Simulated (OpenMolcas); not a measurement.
A run on Ag3+ with 4 ligands (water) in square-planar coordination (D2h) at 2.12 Å. Ligand basis ANO-RCC-VDZP.

```yaml
Program: OpenMolcas 26.06
Method: "SS-CASPT2, IPEA 0.25 Eh, imaginary shift 0.1 Eh (closed shells correlated: 4s 4p and the ligand valence shells)"
Basis: ANO-RCC-VDZP [6s5p3d1f]
Scalar_Hamiltonian: DKH2, point nucleus
Active_space: 8 electrons in 5 orbitals (4d)
State_averaging: 2S+1 = 3 even, 10 roots; 2S+1 = 1 even, 15 roots
Spin-orbit_coupling: state interaction with AMFI integrals over the reference wave functions
```

First CASPT2 step and the start of its output:

```
&CASPT2
Multistate=10 1 2 3 4 5 6 7 8 9 10
NoMult
Frozen=10 8
IPEA=0.25
Imaginary=0.1
MaxIter=60
WThr=0.0 0.3 0.05
PrWF=0.5
NoMix
```

```
--- CASPT2 ---
Orbital specifications:
      -----------------------

      Symmetry species                           1   2
                                                ag  au
      Frozen orbitals                           10   8
      Inactive orbitals                          9  11
      Active orbitals                            5   0
      Secondary orbitals                        45  51
      Deleted orbitals                           0   0
      Number of basis functions                 69  70
Type of calculation                        SS-CASPT2
      Fock operator                              state-specific
      IPEA shift                                 0.25
      Real shift                                 0.00
      Imaginary shift                            0.10
      The input orbitals will be transformed to quasi-canonical
Reference energy:       -5614.8415260951
      E2 (Non-variational):      -1.2396397177
      Shift correction:          -0.0010792568
      E2 (Variational):          -1.2407189746
      Total energy:           -5616.0822450697
      Residual norm:              0.0000007089
      Reference weight:           0.75654
      Contributions to the CASPT2 correlation energy
      Active & Virtual Only:         -0.0937877934
      One Inactive Excited:          -0.3108605811
      Two Inactive Excited:          -0.8349913431
Reference energy:       -5614.8299437229
      E2 (Non-variational):      -1.3329072639
      Shift correction:          -0.0017743167
      E2 (Variational):          -1.3346815806
      Total energy:           -5616.1646253035
      Residual norm:              0.0000004109
      Reference weight:           0.71990
      Contributions to the CASPT2 correlation energy
      Active & Virtual Only:         -0.1113911980
...
```

Over all roots the printed reference weights run from 0.00 to 0.76, and roots that are degenerate in the reference spread by up to 0 cm-1.

Question: Did the run give usable levels, and if not, why?

Answer: No. The equations converged, but the reference weight falls to 0.00 for at least one root against 0.76 for the best. A drop of that size marks an intruder state, so the energies of such roots and the levels built on them can't be trusted.
